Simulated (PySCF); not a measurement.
# First hyperpolarisability of `C(c1ccc(C#C)n1C)=S`, C₈H₇NS

Method used: quadratic response CAM-B3LYP/aug-cc-pVDZ first hyperpolarisability, Taylor convention, gas phase in PySCF. Geometry: PBE0-D3(BJ)/def2-SVP.

Input:
```
{"job": {"kind": "beta", "xc": "CAM-B3LYP", "basis": "aug-cc-pVDZ"}, "charge": 0, "multiplicity": 1}
C      1.978569     0.348450     2.434194
C      1.225001     0.449781     1.486544
C      0.357184     0.587322     0.379313
C      0.259862     1.647524    -0.535313
C     -0.742269     1.317436    -1.444252
C     -1.252350     0.061083    -1.083504
C     -2.287094    -0.707709    -1.698492
S     -3.152822    -0.284617    -3.019789
N     -0.562997    -0.364490     0.035574
C     -0.769311    -1.608100     0.737414
H      2.646985     0.262834     3.271161
H      0.871217     2.546018    -0.508173
H     -1.102243     1.891722    -2.294933
H     -2.499997    -1.673555    -1.213957
H     -0.068966    -1.651739     1.580296
H     -0.580031    -2.468087     0.078516
H     -1.794906    -1.673614     1.129092
```
Coordinates are in Å.

Command: `OMP_NUM_THREADS=1 python excited_run.py task.json out`

Task: What does the run print?

Result: DR is the depolarisation ratio; parallel is 3/5 of the vector part along the dipole.
```
coarse grid: 15720 points
cycle   1  E = -761.6396523531  dE =  2.121e+00  |g| = 4.974e-01  |ddm| = 5.526e+01
cycle   2  E = -761.5834225840  dE =  5.623e-02  |g| = 7.254e-01  |ddm| = 6.443e+00
cycle   3  E = -761.7264338842  dE = -1.430e-01  |g| = 8.535e-02  |ddm| = 3.222e+00
cycle   4  E = -761.7279155498  dE = -1.482e-03  |g| = 5.606e-02  |ddm| = 8.805e-01
cycle   5  E = -761.7287012792  dE = -7.857e-04  |g| = 1.913e-02  |ddm| = 3.441e-01
cycle   6  E = -761.7288008266  dE = -9.955e-05  |g| = 6.521e-03  |ddm| = 1.623e-01
cycle   7  E = -761.7288157914  dE = -1.496e-05  |g| = 2.710e-03  |ddm| = 5.179e-02
cycle   8  E = -761.7288202761  dE = -4.485e-06  |g| = 1.096e-03  |ddm| = 3.035e-02
final grid: 150008 points
cycle   9  E = -761.7613420117  dE = -2.581e-05  |g| = 3.716e-03  |ddm| = 5.207e-01
cycle  10  E = -761.7613419434  dE =  6.829e-08  |g| = 4.093e-03  |ddm| = 8.343e-02
cycle  11  E = -761.7613461651  dE = -4.222e-06  |g| = 8.607e-04  |ddm| = 2.368e-02
cycle  12  E = -761.7613463527  dE = -1.876e-07  |g| = 3.263e-04  |ddm| = 6.146e-03
cycle  13  E = -761.7613463850  dE = -3.231e-08  |g| = 1.530e-04  |ddm| = 2.703e-03
cycle  14  E = -761.7613463930  dE = -8.008e-09  |g| = 4.540e-05  |ddm| = 1.241e-03
cycle  15  E = -761.7613463940  dE = -1.076e-09  |g| = 2.732e-05  |ddm| = 4.595e-04
cycle  16  E = -761.7613463944  dE = -3.602e-10  |g| = 8.663e-06  |ddm| = 2.377e-04
converged SCF energy = -761.7613463944

Lowest singlets (eV, f): 2.2262 0.0000  3.5701 0.6431  4.5788 0.0282

First hyperpolarisability (au)
process     nm      |vector|   parallel      HRS      DR
static         -     1659.59     733.77     715.17   4.417
shg       1907.0     2045.43     920.41     874.69   4.527
eope      1907.0     1774.81     789.34          -       -
eope      1064.0     2077.33     935.93          -       -
```

It took 110 s wall time on 1 thread of an Arm Neoverse V2, shared host, peak memory 1.3 GiB.
